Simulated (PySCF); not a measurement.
Atoms are numbered as in `[CH2:1]=[CH:2][N:3]([CH3:4])[C:5](=[CH2:6])[O:7][CH3:8]`; H(Xn) means a hydrogen on atom n. Ha(C1), Ha(C6) are cis to N3; Hb(C1), Hb(C6) are trans to N3.

Computed data (PySCF 2.14): coordinates at the GFN2-xTB level, shieldings: GIAO PBE0/pcSseg-1. In vacuum, non-relativistic, equivalent nuclei averaged, one conformer.

Scale: TMS for 13C (reference shieldings calculated alike).

Question: Do the 13C shifts follow the atomic charges (in e)? Tabulate both.

Answer: 
```tsv
atoms	hybridisation	δ (ppm)	σ para (ppm)	Hirshfeld	IAO	Mulliken	ESP-fitted
C5	sp2	168.2	-233	+0.12	+0.30	+0.45	+0.43
C2	sp2	143.1	-209	-0.00	-0.04	+0.09	-0.11
C1	sp2	87.7	-156	-0.16	-0.42	-0.26	-0.57
C6	sp2	62.7	-134	-0.19	-0.50	-0.29	-0.88
C8	sp3	55.7	-112	-0.03	-0.20	-0.03	-0.17
C4	sp3	30.9	-92	-0.07	-0.31	-0.06	-0.45
```

Correlation coefficients of δ with charge over these carbons: Hirshfeld +0.67, IAO +0.81, Mulliken +0.74, ESP-fitted +0.73; with the paramagnetic shielding -1.00. Among the 4 sp2 carbons alone: Hirshfeld +0.99, IAO +0.98, Mulliken +0.96, ESP-fitted +0.98. With so few points, grouped by hybridisation, these coefficients are fragile. Charge is one influence among several: hybridisation and low-lying excitations act through the paramagnetic term.

Shifts are as computed. Against solution values, carbons near 30 ppm lie about +3 ppm off and those near 130 ppm about +5 ppm. Of 1211 compounds with measured shifts, 218 miss one by over three times the rms of a fit or turn the order of signals round; such compounds aren't used in these exercises.
